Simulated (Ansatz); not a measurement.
Born–Oppenheimer molecular dynamics of BF3 (4 atoms, charge 0, multiplicity 1). It starts from a relaxed structure.

The calculation used Ansatz, RKS B3LYP-D4/def2-SVP.

```
ensemble        : NVT, Langevin thermostat
time step       : 2 fs
steps asked     : 150
set temperature : 500 K
friction        : 0.005 /fs
seed            : 786527
```

Frames 2 fs apart, positions in Å, forces in eV/Å.

Velocities at 40.0 fs (Å/ps):

```
B -0.25 2.64 -2.06
F -3.61 -2.29 0.18
F 1.95 -1.15 5.82
F 2.31 -3.31 -0.92
```

```xyz
4
Properties=species:S:1:pos:R:3:forces:R:3 time_fs=40.0 energy_less_start_eV=0.075 T=154
B 0.005 -0.081 0.013 -2.47 0.54 0.40
F -0.182 -0.089 1.327 -0.08 -0.26 -0.58
F 1.189 0.080 -0.448 1.35 -0.07 -0.72
F -1.064 -0.098 -0.813 1.20 -0.22 0.90
4
Properties=species:S:1:pos:R:3:forces:R:3 time_fs=42.0 energy_less_start_eV=0.053 T=235
B -0.002 -0.075 0.009 -1.96 0.39 0.75
F -0.190 -0.094 1.326 -0.09 -0.20 -0.69
F 1.195 0.079 -0.436 1.12 -0.04 -0.70
F -1.059 -0.105 -0.812 0.93 -0.15 0.64
4
Properties=species:S:1:pos:R:3:forces:R:3 time_fs=44.0 energy_less_start_eV=0.023 T=324
B -0.016 -0.066 0.007 -0.67 0.27 0.93
F -0.199 -0.100 1.323 -0.16 -0.12 -0.58
F 1.202 0.078 -0.425 0.44 -0.05 -0.53
F -1.053 -0.113 -0.809 0.39 -0.09 0.18
4
Properties=species:S:1:pos:R:3:forces:R:3 time_fs=46.0 energy_less_start_eV=0.018 T=279
B -0.031 -0.057 0.008 0.68 0.12 0.91
F -0.208 -0.106 1.317 -0.26 -0.05 -0.25
F 1.210 0.076 -0.414 -0.23 -0.04 -0.36
F -1.046 -0.121 -0.806 -0.19 -0.03 -0.30
4
Properties=species:S:1:pos:R:3:forces:R:3 time_fs=48.0 energy_less_start_eV=0.036 T=246
B -0.044 -0.046 0.011 1.71 -0.06 0.76
F -0.217 -0.114 1.311 -0.36 0.03 0.15
F 1.215 0.071 -0.404 -0.71 0.01 -0.24
F -1.040 -0.129 -0.805 -0.64 0.02 -0.68
4
Properties=species:S:1:pos:R:3:forces:R:3 time_fs=50.0 energy_less_start_eV=0.059 T=226
B -0.053 -0.038 0.016 2.29 -0.26 0.58
F -0.227 -0.121 1.307 -0.42 0.10 0.49
F 1.218 0.064 -0.394 -0.99 0.09 -0.17
F -1.037 -0.137 -0.804 -0.89 0.07 -0.90
4
Properties=species:S:1:pos:R:3:forces:R:3 time_fs=52.0 energy_less_start_eV=0.065 T=262
B -0.054 -0.033 0.021 2.24 -0.46 0.32
F -0.240 -0.131 1.306 -0.40 0.16 0.72
F 1.220 0.057 -0.385 -1.02 0.16 -0.14
F -1.036 -0.145 -0.802 -0.82 0.14 -0.90
4
Properties=species:S:1:pos:R:3:forces:R:3 time_fs=54.0 energy_less_start_eV=0.053 T=260
B -0.045 -0.030 0.028 1.45 -0.69 -0.09
F -0.253 -0.141 1.305 -0.31 0.21 0.89
F 1.222 0.050 -0.377 -0.77 0.24 -0.17
F -1.036 -0.153 -0.800 -0.37 0.24 -0.63
4
Properties=species:S:1:pos:R:3:forces:R:3 time_fs=56.0 energy_less_start_eV=0.045 T=250
B -0.029 -0.029 0.035 0.14 -0.91 -0.33
F -0.266 -0.150 1.307 -0.15 0.25 0.83
F 1.222 0.044 -0.369 -0.22 0.31 -0.26
F -1.037 -0.159 -0.800 0.23 0.35 -0.23
4
Properties=species:S:1:pos:R:3:forces:R:3 time_fs=58.0 energy_less_start_eV=0.055 T=217
B -0.013 -0.031 0.041 -1.17 -1.06 -0.30
F -0.278 -0.157 1.313 0.04 0.30 0.54
F 1.222 0.040 -0.362 0.36 0.34 -0.38
F -1.037 -0.163 -0.802 0.77 0.42 0.13
4
Properties=species:S:1:pos:R:3:forces:R:3 time_fs=60.0 energy_less_start_eV=0.068 T=229
B -0.002 -0.039 0.046 -2.01 -1.08 -0.11
F -0.290 -0.161 1.323 0.22 0.32 0.14
F 1.224 0.035 -0.355 0.68 0.34 -0.41
F -1.035 -0.167 -0.804 1.11 0.43 0.37
4
Properties=species:S:1:pos:R:3:forces:R:3 time_fs=62.0 energy_less_start_eV=0.071 T=248
B 0.004 -0.051 0.050 -2.35 -0.95 0.15
F -0.303 -0.162 1.334 0.41 0.30 -0.29
F 1.228 0.031 -0.350 0.70 0.28 -0.34
F -1.032 -0.170 -0.805 1.25 0.38 0.48
```

Of the whole run (300 fs, mean temperature of the second half 290 K): The mean temperature of the second half is 42 % below the set value. A run of 0.3 ps of so small a system gives no equilibrium averages.

Time of the run: 2.5 min on 1 thread of Arm Neoverse V2, on a shared host, peak memory 0.097 GiB.
